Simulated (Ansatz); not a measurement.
One change: `C=C([SiH3])[SiH2]C` becomes `C=C([SiH3])[SiH2][SiH3]`.

Ansatz, PBE0-D4/def2-TZVP geometries, multiplicity 1. Each molecule was computed in one conformer, which needn't be the lowest.

| property | `C=C([SiH3])[SiH2]C` |
| --- | --- |
| HOMO energy (ωB97M-V/def2-TZVPP) / eV | -10.19 |
| HOMO energy (PBE/def2-TZVPP) / eV | -6.88 |
| HOMO–LUMO gap (B3LYP/def2-TZVPP) / eV | 6.76 |
| HOMO energy (PBE0/def2-TZVPP) / eV | -7.99 |
| LUMO energy (PBE/def2-TZVPP) / eV | -1.80 |
| HOMO–LUMO gap (PBE/def2-TZVPP) / eV | 5.08 |

Problem. Give the same properties after the change, and the shifts. (Estimate.)

Solution. Ansatz gave: 
| property | `C=C([SiH3])[SiH2][SiH3]` | shift |
| --- | --- | --- |
| HOMO energy (ωB97M-V/def2-TZVPP) / eV | -9.80 | 0.39 |
| HOMO energy (PBE/def2-TZVPP) / eV | -6.70 | 0.18 |
| HOMO–LUMO gap (B3LYP/def2-TZVPP) / eV | 6.35 | -0.41 |
| HOMO energy (PBE0/def2-TZVPP) / eV | -7.75 | 0.24 |
| LUMO energy (PBE/def2-TZVPP) / eV | -1.98 | -0.18 |
| HOMO–LUMO gap (PBE/def2-TZVPP) / eV | 4.72 | -0.36 |

With PBE0 the HOMO rises by 0.24 eV and the LUMO falls by 0.21 eV, so the gap narrows by about 0.45 eV. PBE moves the HOMO by 0.18 eV and ωB97M-V by 0.39 eV.

Positive LUMOs are unbound, so they and the gaps depend on the basis.

B3LYP here is the variant with VWN-RPA as its local correlation; programs differ in this.
